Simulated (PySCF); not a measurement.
C5H3N3, SMILES N#Cc1cnccn1.

The structure is a stationary point at PBE0-D3(BJ)/def2-SVP.

Two levels are set side by side: TDA-PBE/def2-SVPD (PySCF) and TDA-B3LYP/def2-SVPD (PySCF). Vertical, same geometry. The lowest singlet is HOMO→LUMO 92 % with PBE and HOMO→LUMO 99 % with the other functional; states are paired by order. Differences are taken from unrounded values.

| quantity | TDA-PBE |
|---|---|
| lowest singlet excitation (eV) | 3.27 |
| lowest triplet excitation (TDA) (eV) | 2.78 |
| first bright state (f over 0.05) (eV) | 4.98 |
| its oscillator strength | 0.12 |

### Question
These are the TDA-PBE values. What does TDA-B3LYP give? (An estimate is asked for; the answer gives what the named calculation found.)

### Answer

```
quantity                               TDA-B3LYP  TDA-PBE minus TDA-B3LYP
-------------------------------------  ---------  -----------------------
lowest singlet excitation (eV)              3.82                    -0.55
lowest triplet excitation (TDA) (eV)        3.19                    -0.41
first bright state (f over 0.05) (eV)       5.27                    -0.28
its oscillator strength                     0.18                    -0.06
```

Functionals without exact exchange tend to place singlet excitations lower, as here. Differences between two approximate levels are no errors against the true value.

Rough cost on one machine, each run with all the roots and properties that it gave: TDA-B3LYP against TDA-PBE within a factor of 2.
